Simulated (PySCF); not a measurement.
Spectrum to structure. Method: PySCF, TDDFT CAM-B3LYP/def2-SVPD, vertical, gas phase, core orbitals frozen in the response. Geometries: GFN2-xTB, one conformer each.

```json
{"state": "S1", "λ (nm)": "264.6", "f": "0.0002"}
{"state": "S2", "λ (nm)": "251.6", "f": "0.0009"}
{"state": "S3", "λ (nm)": "250.2", "f": "0.0017"}
{"state": "S4", "λ (nm)": "243.8", "f": "0.0008"}
{"state": "S5", "λ (nm)": "186.9", "f": "0.135"}
{"state": "S6", "λ (nm)": "182.6", "f": "0.058"}
{"state": "S7", "λ (nm)": "180.6", "f": "0.023"}
{"state": "S8", "λ (nm)": "177.2", "f": "0.0028"}
```

Triplets computed (Tamm–Dancoff): 3.86, 4.23, 4.26 eV.

Orbital energies (eV): HOMO-3 -11.29, HOMO-2 -9.87, HOMO-1 -9.27, HOMO -9.22, LUMO -0.38, LUMO+1 -0.28, LUMO+2 0.14.

Task: Which candidate is it? All have the formula C7H4N2.
A. `C#CC#C[C@@H](C#N)N=C`
B. `C1(C#N)=CC=C(C1)C#N`
C. `N#CC/C=C1C=C\1C#N`
D. `C(C/C=C1C(C#N)=C\1)#N`
E. `CC#C/C(C#N)=C\C#N`

Result: A. Its S1, at 4.69 eV, is the highest among the candidates; the nearest of the others has S1 at 4.35 eV. S1 is HOMO-1→LUMO (46%), HOMO→LUMO (26%), HOMO→LUMO+1 (20%). Löwdin shares by element: HOMO carbon 80% or more (atoms not listed hold the other 20%); LUMO carbon 72% or more (atoms not listed hold the other 28%). At the same level the other candidates give, for their lowest levels:
- `N#CC/C=C1C=C/1C#N`: 326 nm (f 0.069); 241 nm (f 0.000); 213 nm (f 0.001); 194 nm (f 0.009); 192 nm (f 0.005); T1 2.58 eV; HOMO -8.47, LUMO -1.71 eV
- `N#CC/C=C1C=C\1C#N`: 325 nm (f 0.081); 240 nm (f 0.000); 212 nm (f 0.001); 196 nm (f 0.010); 191 nm (f 0.003); T1 2.59 eV; HOMO -8.47, LUMO -1.70 eV
- `N#CC1=CC=C(C#N)C1`: 289 nm (f 0.343); 212 nm (f 0.000); 201 nm (f 0.000); 200 nm (f 0.015); 191 nm (f 0.000); T1 2.38 eV; HOMO -8.84, LUMO -1.98 eV
- `CC#C/C(C#N)=C\C#N`: 285 nm (f 0.000); 273 nm (f 0.358); 216 nm (f 0.000); 210 nm (f 0.224); 201 nm (f 0.000); T1 2.53 eV; HOMO -9.12, LUMO -2.18 eV

The values belong to the conformer `[CH:1]#[C:2][C:3]#[C:4][C@@H:5]([C:6]#[N:7])[N:8]=[CH2:9]`: C4–C5–N8–C9 -9°.
